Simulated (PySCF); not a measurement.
Level of theory: PBE-D3(BJ)/def2-TZVP // B3LYP-D3(BJ)/def2-SVP (PySCF 2.14.0). Isolated molecules, 0 K electronic values unless said otherwise. One relaxed conformer stands for a flexible species; it need not be the lowest. Excitations are Tamm–Dancoff values on a coarser integration grid. The basis has no diffuse functions, so Rydberg states are missing or too high.

Reference species (SMILES): `[C@@H](C)(C(F)(F)F)[C@@H](C)[SiH3]` (Si–C–C–C torsion 66°) (neutral, multiplicity 1).

```yaml
T1 excitation (TDA): 6.86 eV
HOMO–LUMO gap: 7.09 eV
brightest of the four lowest singlets (TDA): 7.70 eV
```

After one change: the T1 excitation (TDA) increases by 0.09 eV; the HOMO–LUMO gap increases by 0.09 eV; the brightest of the four lowest singlets (TDA) decreases by 0.31 eV.

### Question
What was changed between the two runs? The new species is one of these.
A) `C[C@H]([C@@H](C)[SiH3])C(F)(F)F` (C–C–C–Si torsion 71°)
B) `CC[C@@](C)([SiH3])C(F)(F)F` (C–C–C–Si torsion 56°)
C) `C[C@@H](CC[SiH3])C(F)(F)F` (C–C–C–C torsion -64°, C–C–C–Si torsion -177°)

### Answer
C, `C[C@@H](CC[SiH3])C(F)(F)F` (C–C–C–C torsion -64°, C–C–C–Si torsion -177°)
